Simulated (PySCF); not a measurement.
TaOCl2, SMILES [O]=[Ta+]([Cl])[Cl], charge +1, multiplicity 1.

Geometry optimised at B3LYP-D3(BJ)/def2-SVP. The spin state was assumed, not searched. The isomer is the one that the SMILES or the coordinates give; other isomers of the formula were not compared. The def2 effective core potentials stand for the cores of Ta; spin–orbit coupling is left out.

Calculation: PySCF with CAM-B3LYP/def2-TZVPD.

Symmetry labels are those of the subgroup Cs that the program uses (full group Cs).

### Question
List the valence orbital energies around the gap with their symmetry. (An estimate is asked for; the answer gives what the named calculation found.)

### Answer

| orbital | symmetry | energy (eV) |
|---|---|---|
| HOMO−7 | A' | -18.76 |
| HOMO−6 | A' | -18.62 |
| HOMO−5 | A" | -18.15 |
| HOMO−4 | A' | -18.11 |
| HOMO−3 | A' | -17.59 |
| HOMO−2 | A" | -16.65 |
| HOMO−1 | A' | -16.58 |
| HOMO | A" | -16.26 |
| LUMO | A' | -9.04 |
| LUMO+1 | A" | -7.98 |
| LUMO+2 | A' | -7.27 |
| LUMO+3 | A' | -5.81 |
